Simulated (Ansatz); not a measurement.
SiHMe2(OSiMe3) (C5H16OSi2). Total charge 0; triplet. Geometry r2SCAN-D4/def2-SVP, that of the neutral singlet; atoms count from 1.

```
atom   x (Å)   y (Å)   z (Å)
 Si1   0.462   0.861  -1.501
  H2   1.305   1.928  -0.860
  C3   1.374   0.125  -2.957
  H4   1.593   0.888  -3.722
  H5   0.771  -0.668  -3.430
  H6   2.329  -0.322  -2.639
  C7  -1.171   1.612  -2.036
  H8  -1.019   2.405  -2.786
  H9  -1.708   2.056  -1.182
 H10  -1.824   0.843  -2.482
 O11   0.186  -0.354  -0.397
Si12  -0.077  -0.615   1.236
 C13   1.529  -0.327   2.161
 C14  -0.642  -2.389   1.418
 C15  -1.399   0.573   1.842
 H16   1.413  -0.511   3.242
 H17   1.881   0.710   2.034
 H18   2.323  -0.997   1.789
 H19   0.116  -3.084   1.023
 H20  -0.823  -2.650   2.474
 H21  -1.577  -2.564   0.861
 H22  -1.079   1.622   1.725
 H23  -2.339   0.443   1.279
 H24  -1.626   0.415   2.909
```

At PBE0-D4/def2-TZVP a singlet of charge 0 lies 7.35 eV below the triplet at the same geometry.

(1) Estimate the Mulliken populations from the PBE0/def2-TZVP orbitals of Ansatz.

(2) Where does the spin sit?

(3) And the Mayer bond orders between heavy atoms (over 0.3)?

## Answers

(1) 
```csv
atom,charge (e),spin (α − β)
Si1,-0.06,0.66
H2,0.01,0.07
C3,-0.45,-0.02
H4,0.13,0.02
H5,0.13,0.01
H6,0.13,0.02
C7,-0.40,0.11
H8,0.14,0.04
H9,0.13,0.03
H10,0.14,0.02
O11,-0.05,0.32
Si12,0.32,0.21
C13,-0.18,-0.08
C14,-0.35,-0.10
C15,-0.26,-0.12
H16,0.04,0.14
H17,0.05,0.11
H18,0.07,0.09
H19,0.10,0.04
H20,0.08,0.07
H21,0.10,0.05
H22,0.05,0.10
H23,0.08,0.08
H24,0.06,0.11
```
Mulliken values depend strongly on the basis.

(2) Summed by element: Si 0.88, H 1.01, C -0.20, O 0.32, of 2 unpaired in all. Largest on single atoms: Si1 0.66, O11 0.32, Si12 0.21.

(3) Si1–C3 1.02 (1.87 Å); Si1–C7 0.86 (1.87 Å); Si1–O11 0.82 (1.66 Å); O11–Si12 0.96 (1.67 Å); Si12–C13 0.77 (1.88 Å); Si12–C14 0.98 (1.87 Å); Si12–C15 0.84 (1.88 Å).
